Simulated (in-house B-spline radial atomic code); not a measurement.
Values are calculated unless marked as measured or tabulated.
Two electrons in Si: a parabolic dot with ħω = 6.98 meV in all three directions

For Si the NSM archive of the Ioffe Institute lists m_l = 0.98 m0, m_t = 0.19 m0 and ε = 11.7; the model takes one isotropic valley with the conductivity mass 3/(1/m_l + 2/m_t) = 0.26 m0, and so misses anisotropy and the other valleys. All triplets below are those of one valley; with several valleys two electrons can form a triplet in the 1s orbital itself, at an energy set by the valley splitting.

Effective-mass model with parabolic bands, a uniform dielectric constant, no image charges, no central-cell or spin-orbit terms. Two-electron levels come from full CI in B-splines with partial waves to l = 5 (up to 0.001 effective hartree above the limit).

(1) What are the effective units, and what is the potential in them?

In these units the lowest s and p orbitals lie at 0.202500 and 0.337500, and their Coulomb and exchange integrals are J_ss = 0.293162, J_sp = 0.244301 and K_sp = 0.04886. (For a parabolic well J_ss = √(2ω/π).) Full CI gives 0.643311 for the ground singlet, 0.720070 for the sp triplet, 0.778352 for the sp singlet and 0.855077 for the lowest triplet of two s orbitals.

(2) What does it cost to add the second electron, to first order and exactly?

(3) How far above the singlet do the triplets lie?

Answers

(1) Ha* = 27211.386 meV × 0.26/11.7² = 51.68 meV and a* = 0.0529177 nm × 11.7/0.26 = 2.381 nm. The frequency is ω = 0.135 Ha*. The one-electron levels are 3ω/2 = 0.2025 and 5ω/2 = 0.3375 Ha*.

(2) To first order E = 2ε_s + J_ss = 0.698162, so the charging energy E(2) − 2E(1) is J_ss = 15.15 meV. CI gives 0.643311 − 2 × (0.202500) = 0.238311, or 12.32 meV: relaxation and correlation lower it by 2.835 meV, 18.7 % of J_ss. The s² configuration of one-electron orbitals holds 86.3 % of the state, and the mean radius is 8.55 nm.

(3) To first order the sp triplet lies at ε_s + ε_p + J_sp − K_sp = 0.735441, which is 1.927 meV above 2ε_s + J_ss. CI gives 0.720070 − (0.643311) = 0.076760, or 3.967 meV, 57 % of the orbital spacing of 6.977 meV. The ss triplet lies 10.94 meV up, so the lower of the two is the sp one, and its gap equals k_BT at 46 K. The sp singlet-triplet splitting is 3.012 meV, against 2K_sp = 5.051 meV. The sp singlet lies ħω above the ground state (0.135042 against 0.135), as Kohn's theorem demands for a parabolic well.
